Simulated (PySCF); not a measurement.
Isomers of C7H16FNSi, one conformer each; single-point electronic energies without zero-point terms and without any empirical dispersion term.

All values: PBE0/pcSseg-1 (PySCF, non-relativistic), each on one gas-phase PBE0-D3(BJ)/def2-SVP geometry that isn't relaxed in the solvent. The solvent is an IEF-PCM continuum (Bondi radii, 1.10 Å for H, scaled by 1.2). The model holds no explicit solvent molecules, cavitation or dispersion.

```
                          isomer  relative energy, gas (kcal/mol)  dipole (D)
        `CC[Si@@H](F)N(C)CC1CC1`                              0.0        2.20
 `C1N[Si@](C(C)C)([C@@H](F)C1)C`                             10.1        1.54
    `CCC1(CC)C[C@@H](F)[SiH2]N1`                             24.6        1.72
`CCC[Si@@H](NC)[C@@H]1C[C@@H]1F`                             38.5        2.05
```

Q: How do the relative energies look in tetrahydrofuran (ε = 7.426)?

A: 
```
                          isomer  relative energy, solvent (kcal/mol)  E(solvent) − E(gas) (kcal/mol)  dipole in solvent (D)
        `CC[Si@@H](F)N(C)CC1CC1`                                  0.0                            -3.2                   2.57
 `C1N[Si@](C(C)C)([C@@H](F)C1)C`                                 10.0                            -3.4                   1.87
    `CCC1(CC)C[C@@H](F)[SiH2]N1`                                 24.6                            -3.2                   2.13
`CCC[Si@@H](NC)[C@@H]1C[C@@H]1F`                                 38.1                            -3.6                   2.53
```

The order is unchanged. Conformers: `[CH3:1][CH2:2][Si@@H:3]([F:4])[N:5]([CH3:6])[CH2:7][CH:8]1[CH2:9][CH2:10]1` with C1–C2–Si3–F4 58°, C2–Si3–N5–C6 151°, Si3–N5–C7–C8 122°, N5–C7–C8–C9 91°; `[CH3:1][CH:2]([CH3:3])[Si@@:4]1([CH3:5])[NH:6][CH2:7][CH2:8][C@@H:9]1[F:10]` with C1–C2–Si4–C5 -74°, C2–Si4–N6–C7 116°, Si4–N6–C7–C8 -23°, N6–C7–C8–C9 41°, C7–C8–C9–F10 75°; `[CH3:1][CH2:2][C:3]1([CH2:4][CH3:5])[CH2:6][C@@H:7]([F:8])[SiH2:9][NH:10]1` with C1–C2–C3–C4 -57°, C2–C3–C4–C5 -53°, C2–C3–C6–C7 -157°, C3–C6–C7–F8 -81°, C6–C7–Si9–N10 -19°, C7–Si9–N10–C3 -3°; `[CH3:1][CH2:2][CH2:3][Si@@H:4]([NH:5][CH3:6])[C@@H:7]1[CH2:8][C@@H:9]1[F:10]` with C1–C2–C3–Si4 -177°, C2–C3–Si4–N5 -166°, C3–Si4–N5–C6 -52°, C3–Si4–C7–C8 149°. `CCC[Si@@H](NC)[C@@H]1C[C@@H]1F` gains most from the continuum, while `CC[Si@@H](F)N(C)CC1CC1` has the largest gas-phase dipole. The gains span 0.4 kcal/mol, the gas-phase energies 38.5 kcal/mol.
